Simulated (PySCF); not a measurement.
Species: F3Si(SH), F₃HSSi.
SMILES with atom numbers: `[F:1][Si:2]([F:3])([F:4])[SH:5]` (hydrogens: H6 on S5)

Torsions of this conformer, `[F:1][Si:2]([F:3])([F:4])[SH:5]`: H–S5–Si2–F1 -63°.

The closed-shell ground state was solved at several levels (PySCF, density fitting, gas phase, non-relativistic). Geometry: PBE0-D3(BJ)/def2-SVP; no solvent, vibrations or thermal averaging.

```json
{"level": "OPBE/pcSseg-2", "basis functions": "208", "HOMO (eV)": "-7.39", "LUMO (eV)": "-1.20", "gap (eV)": "6.19", "dipole (D)": "1.65"}
{"level": "HF/pcSseg-2", "basis functions": "208", "HOMO (eV)": "-11.65", "LUMO (eV)": "2.41", "gap (eV)": "14.06", "dipole (D)": "1.85"}
{"level": "BP86/pcSseg-2", "basis functions": "208", "HOMO (eV)": "-7.46", "LUMO (eV)": "-1.35", "gap (eV)": "6.11", "dipole (D)": "1.69"}
{"level": "KT3/pcSseg-2", "basis functions": "208", "HOMO (eV)": "-7.47", "LUMO (eV)": "-1.41", "gap (eV)": "6.06", "dipole (D)": "1.72"}
{"level": "PBE0/def2-SVP", "basis functions": "83", "HOMO (eV)": "-8.53", "LUMO (eV)": "0.12", "gap (eV)": "8.65", "dipole (D)": "1.76"}
{"level": "LDA/pcSseg-2", "basis functions": "208", "HOMO (eV)": "-7.52", "LUMO (eV)": "-1.48", "gap (eV)": "6.04", "dipole (D)": "1.81"}
{"level": "BHandHLYP/pcSseg-2", "basis functions": "208", "HOMO (eV)": "-9.84", "LUMO (eV)": "0.33", "gap (eV)": "10.17", "dipole (D)": "1.86"}
{"level": "B97-D/pcSseg-2", "basis functions": "208", "HOMO (eV)": "-7.32", "LUMO (eV)": "-1.23", "gap (eV)": "6.09", "dipole (D)": "1.67"}
{"level": "PBE0/6-311+G(2d,p)", "basis functions": "157", "HOMO (eV)": "-8.67", "LUMO (eV)": "-0.64", "gap (eV)": "8.03", "dipole (D)": "1.91"}
{"level": "B97-2/pcSseg-2", "basis functions": "208", "HOMO (eV)": "-8.43", "LUMO (eV)": "-0.45", "gap (eV)": "7.98", "dipole (D)": "1.76"}
{"level": "BLYP/pcSseg-2", "basis functions": "208", "HOMO (eV)": "-7.20", "LUMO (eV)": "-1.29", "gap (eV)": "5.91", "dipole (D)": "1.71"}
{"level": "LC-wPBE/pcSseg-2", "basis functions": "208", "HOMO (eV)": "-11.49", "LUMO (eV)": "1.76", "gap (eV)": "13.25", "dipole (D)": "1.76"}
{"level": "PBE0/def2-TZVP", "basis functions": "173", "HOMO (eV)": "-8.63", "LUMO (eV)": "-0.26", "gap (eV)": "8.37", "dipole (D)": "1.78"}
```

Problem. Estimate the row for PBE/pcSseg-2, a basis of 208 functions; the other rows only guide the guess.

Solution. HOMO -7.38 eV, LUMO -1.33 eV, gap 6.05 eV, dipole 1.71 D.

Problem. Over all these levels, which gives the widest orbital gap and which the narrowest?

Solution. HF/pcSseg-2 (Hartree–Fock, all exact exchange) has the widest, 14.06 eV, and BLYP/pcSseg-2 (GGA) the narrowest, 5.91 eV. The two share the basis. From the narrowest to the widest the HOMO moves by -4.45 eV and the LUMO by +3.70 eV.

Problem. How much does the basis alone move the frontier levels among the 3 PBE0 rows?

Solution. The HOMO by 0.14 eV and the LUMO by 0.76 eV. By rising basis size (HOMO, LUMO in eV): def2-SVP -8.53, 0.12; 6-311+G(2d,p) -8.67, -0.64; def2-TZVP -8.63, -0.26.

Problem. In the pcSseg-2 basis, how does the gap go with the fixed share of exact exchange?

Solution. BLYP (0 %) 5.91 eV; LDA (0 %) 6.04 eV; PBE (0 %) 6.05 eV; KT3 (0 %) 6.06 eV; B97-D (0 %) 6.09 eV; BP86 (0 %) 6.11 eV; OPBE (0 %) 6.19 eV; B97-2 (21 %) 7.98 eV; BHandHLYP (50 %) 10.17 eV; HF (100 %) 14.06 eV. Each rise in the share widens the gap here.

Problem. How far do the dipole and the HOMO energy spread over the levels?

Solution. The dipole runs from 1.65 to 1.91 D (mean 1.76 D) and the HOMO from -11.65 to -7.20 eV.
